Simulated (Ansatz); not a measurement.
Consider the redistribution: `N[SiH2]B(F)F` + `N[SiH](Cl)CCl` → `N[SiH2]C[SiH](N)Cl` + `FB(F)Cl`.

Gas-phase electronic energies from Ansatz, PBE0-D4/def2-TZVP geometries. CCSD(T)/CBS adds triple-zeta CCSD(T) − MP2 to the extrapolated MP2 energy (def2 sets, frozen cores). Each species was taken in one conformer, which may not be the lowest.

`N[SiH2]B(F)F`:

```xyz
9

N    -0.545    1.321    0.832
Si   -0.084   -0.321    0.596
B     0.549   -0.838   -1.277
F     0.919   -2.074   -1.568
F     0.617    0.031   -2.272
H    -1.394    1.661    0.410
H     0.162    2.038    0.827
H     1.028   -0.633    1.535
H    -1.252   -1.185    0.917
```

`N[SiH](Cl)CCl`:

Cartesian coordinates in Å:
```
N -1.472 0.521 0.404
Si -0.259 -0.648 0.200
Cl -0.535 -1.946 -1.385
C 1.364 0.242 -0.102
Cl 1.165 1.443 -1.410
H -1.526 1.287 -0.250
H -2.382 0.260 0.746
H -0.194 -1.496 1.411
H 2.155 -0.444 -0.404
H 1.683 0.781 0.790
```

`N[SiH2]C[SiH](N)Cl`:

Cartesian coordinates in Å:
```
N -0.176 1.835 -0.258
Si 1.331 0.976 -0.210
C 1.036 -0.875 -0.181
Si -0.596 -1.364 0.546
N -1.845 -0.885 -0.500
Cl -0.675 -0.453 2.432
H -0.682 1.929 0.612
H -0.186 2.711 -0.757
H 2.052 1.373 -1.449
H 2.180 1.328 0.963
H 1.066 -1.270 -1.202
H 1.843 -1.348 0.387
H -0.749 -2.809 0.831
H -2.788 -1.212 -0.365
H -1.812 0.064 -0.848
```

`FB(F)Cl`:

Cartesian coordinates in Å:
```
F 0.596 -1.157 0.411
B 0.009 -0.084 -0.058
F -0.461 -0.100 -1.281
Cl -0.144 1.341 0.928
```

```tsv
species	CCSD(T)/CBS(def2) energy (Eh)
`N[SiH2]B(F)F`	-570.70466
`N[SiH](Cl)CCl`	-1304.49623
`N[SiH2]C[SiH](N)Cl`	-1190.95675
`FB(F)Cl`	-684.31926
```

Problem. Work out ΔE.

Solution. ΔE = (-1190.95675) + (-684.31926) − (-570.70466) − (-1304.49623) = -0.07512 Eh = -197.2 kJ/mol.

Largest T1 diagnostic among the species: 0.013.

In def2-TZVPP, CCSD(T) changes the Hartree–Fock value by −10.8 kJ/mol (the triples alone add −1.6 kJ/mol) and MP2 by −22.8 kJ/mol. The D4 term adds −11.6 kJ/mol with B3LYP and −6.5 kJ/mol with PBE0; it sums over pairs of atoms, weighted by their polarisabilities, and B3LYP, whose exchange is more repulsive, gets the larger term. From PBE to PBE0 (25 % exact exchange), in def2-TZVPP and without D4, ΔE moves by −8.2 kJ/mol.

B3LYP here is the variant with VWN-RPA as its local correlation; programs differ in this.
